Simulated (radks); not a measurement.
The nuclear charge of neutral tantalum is varied continuously with 73 electrons held in [Xe] 4f14 5d3 6s2. Calculated with a radial shooting solver on a logarithmic mesh with Libxc functionals: scalar-relativistic Kohn-Sham, PBE, spin-polarised, spherical densities, finite nucleus; open shells are filled with parallel spins first (spin-orbit coupling, left out, can overturn this in heavy ions); Fermi nuclear charge, rms radius 5.3507 fm. By the Hellmann-Feynman theorem dE/dZ = E(electron-nucleus)/Z, the electronic potential at the nucleus (averaged over a nucleus of fixed radius). The scalar-relativistic energy here is not variational (the density holds large components alone), so the two differ by a part that grows with Z.

Z     E (hartree)  E(electron-nucleus)/Z (hartree)  HOMO  e(HOMO) (eV)  <r> HOMO (bohr)
72.8  -15496.2009                         -525.586    5d        -2.561            2.322
73    -15602.3310                         -527.794    5d        -4.207            2.215
73.2  -15708.9109                         -530.001    5d        -5.993            2.126
73.4  -15815.9406                         -532.209    6s        -7.529            3.203
73.6  -15923.4202                         -534.417    6s        -9.070            3.109
73.8  -16031.3500                         -536.626    6s       -10.686            3.024
74    -16139.7301                         -538.836    6s       -12.372            2.945

The central difference of E at Z = 73 is -531.775 hartree, to compare with the third column; the second derivative is -11.2 hartree.
